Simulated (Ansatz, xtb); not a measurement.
## Relaxing a trial structure of C4H8AlCl

The starting geometry of this gas-phase singlet was built from a drawn formula by distance geometry and a force field; its bonds are those of `C=C[CH2][AlH][CH2]Cl`.

```xyz
14

C     0.7062    2.3977    0.0220
C     0.4433    1.4421   -0.8329
C    -0.7869    0.5405   -0.5392
C     1.3030   -0.7426    1.8821
Al   -0.4248   -0.7371    0.8934
Cl    2.6376   -1.0011    0.6854
H     0.1032    2.6257    0.8752
H     1.6187    3.0812   -0.2204
H     1.0303    1.2674   -1.7087
H    -0.9905   -0.0243   -1.4583
H    -1.7215    1.1714   -0.3181
H    -1.5318   -1.8254    1.2920
H     1.4528    0.2661    2.3175
H     1.3072   -1.4921    2.6177
```

**Question.** Where would you expect an optimisation with r2SCAN-D4/def2-SVP to take it?

**Answer.** A new bond forms, giving a structure with Cl6 bridging Al5 and C4, given below by its coordinates. Contacts that close: Al5–Cl6 (3.08 → 2.46 Å).

The energy falls by 0.69 eV over 17 steps:

```tsv
step	E − E(last) (eV)
1	0.695
3	0.218
5	0.068
6	0.020
8	0.003
10	0.001
12	0.000
13	0.000
15	0.000
17	0.000
```

Final geometry (Å):

| atom | x (Å) | y (Å) | z (Å) |
| --- | --- | --- | --- |
| C | 0.6999 | 2.5904 | -0.0442 |
| C | 0.4362 | 1.4466 | -0.6970 |
| C | -0.7451 | 0.5627 | -0.4917 |
| C | 1.1586 | -0.6212 | 2.0011 |
| Al | -0.3407 | -0.9105 | 0.7600 |
| Cl | 2.0443 | -1.4932 | 0.5649 |
| H | 0.0005 | 3.0044 | 0.6925 |
| H | 1.6178 | 3.1542 | -0.2330 |
| H | 1.1801 | 1.0868 | -1.4229 |
| H | -1.1132 | 0.1411 | -1.4443 |
| H | -1.5891 | 1.1252 | -0.0467 |
| H | -1.2167 | -2.2245 | 0.9091 |
| H | 1.6543 | 0.3557 | 2.0803 |
| H | 1.3597 | -1.2480 | 2.8795 |

From the same start GFN2-xTB reaches the same bonding as this run.

No frequencies were run, so the end isn't proven a minimum. Run with Ansatz 0.2.0, 3 min on 2 threads of AMD EPYC (Zen 3) (shared host).
